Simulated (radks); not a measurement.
Question: The table gives one normalised radial function P(r) = r R(r) of Mn4+ in [Ar] 3d3 (r in bohr). All-electron calculation, scalar-relativistic Kohn-Sham, LDA (Slater exchange, Perdew-Wang correlation), spin-polarised, spherical densities, finite nucleus; open shells are filled with parallel spins first; Fermi nuclear charge, rms radius 3.7057 fm. Program: a radial shooting solver on a logarithmic mesh with Libxc functionals.

r	P
0.005221	0.0000
0.007423	0.0001
0.01064	0.0002
0.01513	0.0005
0.02169	0.0013
0.03083	0.0034
0.04384	0.0088
0.06284	0.0224
0.08936	0.0529
0.1281	0.1190
0.1821	0.2405
0.261	0.4404
0.3712	0.6916
0.532	0.9208
0.7564	0.9940
1.084	0.8458
1.542	0.5460
2.21	0.2360
3.142	0.0597

Which n and l does it have? It may be an empty orbital.

Answer: n = 3, l = 2: the number of nodes gives n - l - 1 = 0, the rise at small r (about r^(l+1)) gives l, and the extent must fit the shell. The curve is that of 3d down; the table hardly tells the two spins apart. 3d down (empty): eigenvalue -58.917 eV, 0 radial nodes, <r> = 0.977 bohr, 90 % of the charge inside 1.61 bohr.
